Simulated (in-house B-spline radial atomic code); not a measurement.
**Br VIII (Br7+): [Ar] 3d10**

Method: Dirac-Kohn-Sham CAM-B3LYP, spherical fractional occupations, Fermi nucleus of rms radius 4.1629 fm. Calculated with an all-electron radial atomic-structure program (B-spline basis).

Screening seen three ways: the hydrogenic charge with the same mean radius, Z_r = [3n² - l(l+1)]/(2<r>), the one with the same energy, Z_e = n√(-2ε), and Slater's rules. Values are occupation-weighted means over j. An effective charge above Z reflects the relativistic contraction of the inner shells.

```
shell  electrons   ε (eV)  <r> (bohr)    Z_r    Z_e  Slater
   1s          2   -13481     0.04274  35.10  31.48   34.70
   2s          2  -1864.9      0.1891  31.73  23.42   30.85
   2p          6  -1658.4      0.1653  30.25  22.08   30.85
   3s          2  -357.53      0.5489  24.60  15.38   23.75
   3p          6  -291.66        0.56  22.32  13.89   23.75
   3d         10  -182.11      0.5749  18.27  10.98   13.85
```

The least bound orbital is 3d5/2 at -181.7 eV, and it is also the most diffuse (<r> = 0.5763 bohr).

Spin-orbit splittings of the orbital energies (j = l + 1/2 above j = l - 1/2 when positive): 2p 47.67 eV, 3p 6.997 eV, 3d 1.134 eV.

For the 1s electron the small component carries 1.61 % of the norm, the zero-frequency Breit interaction raises the level by 21.53 eV, self-energy by 11.39 eV, and vacuum polarisation lowers it by 1.163 eV.
